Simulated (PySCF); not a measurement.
Molfile (atoms numbered from 1):
```
C3H8O2Si2
     RDKit          3D

 15 14  0  0  0  0  0  0  0  0999 V2000
   -2.2714    1.2112    0.4268 C   0  0  0  0  0  0  0  0  0  0  0  0
   -2.0450   -0.1157    0.7829 O   0  0  0  0  0  0  0  0  0  0  0  0
   -0.6610   -0.7741    1.3408 Si  0  0  1  0  0  4  0  0  0  0  0  0
   -0.9804   -2.3533    1.4964 O   0  0  0  0  0  0  0  0  0  0  0  0
    0.7062   -0.4361    0.1236 C   0  0  0  0  0  0  0  0  0  0  0  0
    1.5712   -0.1803   -0.6844 C   0  0  0  0  0  0  0  0  0  0  0  0
    2.8984    0.1924   -1.9158 Si  0  0  0  0  0  4  0  0  0  0  0  0
   -2.2141    1.8633    1.3020 H   0  0  0  0  0  0  0  0  0  0  0  0
   -3.2708    1.2790   -0.0048 H   0  0  0  0  0  0  0  0  0  0  0  0
   -1.5354    1.5487   -0.3075 H   0  0  0  0  0  0  0  0  0  0  0  0
   -0.2923   -0.3155    2.6738 H   0  0  0  0  0  0  0  0  0  0  0  0
   -1.5946   -2.7791    0.9041 H   0  0  0  0  0  0  0  0  0  0  0  0
    3.2025    1.6251   -1.8369 H   0  0  0  0  0  0  0  0  0  0  0  0
    4.0789   -0.6097   -1.5863 H   0  0  0  0  0  0  0  0  0  0  0  0
    2.4034   -0.1478   -3.2536 H   0  0  0  0  0  0  0  0  0  0  0  0
  1  2  1  0
  2  3  1  0
  3  4  1  0
  3  5  1  0
  5  6  3  0
  6  7  1  0
  1  8  1  0
  1  9  1  0
  1 10  1  0
  3 11  1  1
  4 12  1  0
  7 13  1  0
  7 14  1  0
  7 15  1  0
M  END
```

[PySCF 2.14.0 with density-fitted response routines: coordinates at the GFN2-xTB level; shieldings: GIAO PBE0/pcSseg-1; isolated molecule; a single conformation; equivalent nuclei averaged; non-relativistic]

Scale: 13C and 1H and 29Si against TMS; 17O against H2O (reference shieldings calculated alike).

| atoms | nucleus | count | δ (ppm) |
| --- | --- | --- | --- |
| C1 | 13C | 1 | 51.1 |
| Si7 | 29Si | 1 | -99.6 |
| H13/H14/H15 | 1H | 3 | ? |
| O2 | 17O | 1 | ? |
| Si3 | 29Si | 1 | ? |
| H8/H9/H10 | 1H | 3 | 3.86 |
| H11 | 1H | 1 | 4.57 |
| O4 | 17O | 1 | 43.7 |
| C5 | 13C | 1 | 121.1 |
| H12 | 1H | 1 | 1.98 |
| C6 | 13C | 1 | 106.6 |

Task: Fill in the missing shifts.

Result: 
- H13/H14/H15: 4.22 ppm, hydrogen on a silicon bonded to C
- O2: 25.0 ppm, oxygen bonded to C, Si
- Si3: -54.0 ppm, silicon bonded to C, 2 O, H

OH/NH shifts are gas-phase values; hydrogen bonding in solution moves them, usually downfield. Shifts are as computed. Against solution values, carbons near 30 ppm lie about +3 ppm off and those near 130 ppm about +5 ppm. Of 1309 compounds with measured shifts, 239 miss one by over three times the rms of a fit or turn the order of signals round; such compounds aren't used in these exercises. Experimental scales use liquid or dissolved standards, which lie at an offset from isolated H2O (liquid H2O: subtract about 36 ppm).
